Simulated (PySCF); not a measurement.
**How methods differ on the ionisation energy of K²⁺**

K²⁺ [Ne] 3s2 3p5 (2P) → K³⁺ [Ne] 3s2 3p4 (3P), as a difference of total energies. All numbers are calculated (PySCF 2.14, the spin-free X2C one-electron Hamiltonian (Gaussian nucleus), in cc-pVTZ-X2C (6s5p3d1f, 43 functions)). Correlated levels: valence: [Ne] 3s2 frozen. The calculations carry no spin-orbit coupling.

```tsv
method	ionisation energy (eV)	difference from reference (eV)
UHF	46.296	+0.493
MN15	48.104	+2.301
B3LYP	47.779	+1.976
MP2 (valence)	46.860	+1.057
SCS-MP2 (valence)	46.866	+1.063
CCSD (valence)	46.932	+1.129
CCSD(T) (valence)	46.933	+1.130
```

Reference: 45.803 eV (semi-empirical (NIST evaluation); NIST Atomic Spectra Database, ionization energies).

The reference lies between the lowest fine-structure levels, while these numbers refer to the centres of the terms.

Errors of the correlated levels include the incompleteness of this basis and the frozen core.
